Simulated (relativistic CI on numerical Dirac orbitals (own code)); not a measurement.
Level scheme of As4+

Method of calculation: Dirac-Coulomb-Breit CI, orbitals from a KLI potential per configuration, a model potential for QED, valence Slater integrals scaled by 0.85, P86 correlation energy added to each configuration (own radial code, finite nucleus).

CI space (outside the closed core [Ar]): 3d10 4s, 3d10 4p, 3d10 4d, 3d10 4f, 3d10 5s, 3d10 5p, 3d9 4s2, 3d10 5d, 3d10 6s, 3d10 6p, 3d10 5f, 3d9 4p2, 3d10 5g, 3d10 6d, 3d8 4s 4p2, 3d10 7s. Levels of other configurations are missing.

The lowest level is 3d10 4s 2S_1/2, with 100 % of that term; Hund's rules for 3d10 4s give 2S with J = 1/2, in agreement.

```
No.  Configuration  Term    J  E (cm⁻¹)    %  Landé g  Lifetime (s)
  1        3d10 4s    2S  1/2         0  100    2.002              
  2        3d10 4p   2P°  1/2     96605  100    0.666      5.29e-10
  3        3d10 4p   2P°  3/2    100499  100    1.334      4.68e-10
  4        3d10 4d    2D  3/2    232655  100    0.799      1.26e-10
  5        3d10 4d    2D  5/2    233074  100    1.200      1.32e-10
  6        3d10 5s    2S  1/2    258700  100    2.002      1.44e-10
  7        3d10 5p   2P°  1/2    293096  100    0.666      6.54e-10
  8        3d10 5p   2P°  3/2    294467  100    1.334      6.78e-10
  9        3d9 4s2    2D  5/2    303403   97    1.199      8.83e-06
 10        3d9 4s2    2D  3/2    308942   97    0.799      4.79e-06
 11        3d10 4f   2F°  7/2    329099  100    1.143      1.83e-10
 12        3d10 4f   2F°  5/2    329113  100    0.857      1.81e-10
 13        3d10 5d    2D  3/2    346843  100    0.799      4.12e-10
 14        3d10 5d    2D  5/2    347023  100    1.200      4.35e-10
 15        3d10 6s    2S  1/2    357039  100    2.002      1.94e-10
 16        3d10 6p   2P°  1/2    373302  100    0.666      8.74e-10
 17        3d10 6p   2P°  3/2    373971  100    1.334      9.37e-10
 18        3d10 5f   2F°  7/2    391191  100    1.143      4.86e-10
 19        3d10 5f   2F°  5/2    391203  100    0.857      4.80e-10
 20        3d10 5g    2G  7/2    392162  100    0.889      3.70e-10
 21        3d10 5g    2G  9/2    392164  100    1.111      3.70e-10
 22        3d10 6d    2D  3/2    400191  100    0.799      1.15e-09
 23        3d10 6d    2D  5/2    400285  100    1.200      1.21e-09
 24        3d10 7s    2S  1/2    405657  100    2.002      3.71e-10
 25        3d9 4p2    4D  5/2    500778   80    1.345              
 26        3d9 4p2    4D  7/2    500864   94    1.417              
 27        3d9 4p2    4D  3/2    502713   86    1.158              
 28        3d9 4p2    4D  1/2    504742   98    0.031
```

Energies count from the lowest computed level; ° marks odd parity; lifetimes are radiative, by E1, M1, E2, M2, E3 decay to levels of this space only; some are left blank where a channel outside the calculation adds to the decay or the decay crosses a small, uncertain gap.

The mean weight of the leading LS term, summed over parents, in these 28 levels is 98 %, and that of the leading jj configuration (from the same eigenvectors) 95 %.

At this charge configurations can still be misplaced by up to about 7 % of their energy. 3 of the 3 excited levels that our extract of the measured tables holds in this range could be paired (the sources list more); they are missed by 4469 cm⁻¹ on average and 4896 at most, and levels without a partner can miss by more.
